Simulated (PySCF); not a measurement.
## Energy of Se⁻ (selenium, charge -1) between two integer charges

The 4p beta orbital of [Ar] 3d10 4s2 4p5 is emptied in steps (occupation f), with all orbitals relaxed, ending at [Ar] 3d10 4s2 4p4. Computed with PySCF 2.14 in aug-pcseg-2, with no relativity, point nucleus. The exact energy is a straight line in f; departures are measured from the line between the end points of the same method.

| f | LDA (eV) | PBE (eV) | PBE0 (eV) | r2SCAN (eV) | LC-wPBE (eV) | BHandHLYP (eV) | r2SCAN0 (eV) | CAM-B3LYP (eV) |
| --- | --- | --- | --- | --- | --- | --- | --- | --- |
| 1 | 0.000 | 0.000 | 0.000 | 0.000 | 0.000 | 0.000 | 0.000 | 0.000 |
| 0.8 | -0.527 | -0.503 | -0.340 | -0.470 | 0.057 | -0.189 | -0.315 | -0.159 |
| 0.6 | -0.806 | -0.767 | -0.517 | -0.707 | 0.081 | -0.295 | -0.473 | -0.248 |
| 0.4 | -0.819 | -0.777 | -0.522 | -0.704 | 0.078 | -0.304 | -0.469 | -0.257 |
| 0.2 | -0.554 | -0.523 | -0.351 | -0.464 | 0.050 | -0.209 | -0.309 | -0.177 |
| 0 | 0.000 | 0.000 | 0.000 | 0.000 | 0.000 | 0.000 | 0.000 | 0.000 |

| method | E(f=0) − E(f=1) (eV) | −ε at f=1 (eV) | −ε at f=0.4 (eV) |
| --- | --- | --- | --- |
| LDA | 2.390 | -0.826 | 3.011 |
| PBE | 2.140 | -0.940 | 2.743 |
| PBE0 | 2.066 | -0.018 | 2.478 |
| r2SCAN | 2.113 | -0.796 | 2.728 |
| LC-wPBE | 2.040 | 2.430 | 1.961 |
| BHandHLYP | 1.983 | 0.851 | 2.191 |
| r2SCAN0 | 2.062 | 0.111 | 2.480 |
| CAM-B3LYP | 2.161 | 1.214 | 2.333 |

Orbital energy along the path (eV):

```csv
f,LDA,PBE,PBE0,r2SCAN,LC-wPBE,BHandHLYP,r2SCAN0,CAM-B3LYP
1,0.826,0.940,0.018,0.796,-2.430,-0.851,-0.111,-1.214
0.8,-0.359,-0.208,-0.764,-0.334,-2.234,-1.235,-0.873,-1.530
0.6,-1.645,-1.444,-1.603,-1.526,-2.086,-1.688,-1.676,-1.908
0.4,-3.011,-2.743,-2.478,-2.728,-1.961,-2.191,-2.480,-2.333
0.2,-4.431,-4.080,-3.371,-3.881,-1.844,-2.736,-3.241,-2.797
0,-5.889,-5.434,-4.268,-4.982,-1.726,-3.325,-3.959,-3.307
```

At f = 1 the orbital energy is positive for LDA, PBE, PBE0, r2SCAN: only the finite basis holds the electron.

Reference removal energy between the ground levels: 2.021 eV (measured; photodetachment measurements, as compiled on the Wikipedia data page of electron affinities). The calculation has no spin-orbit coupling.
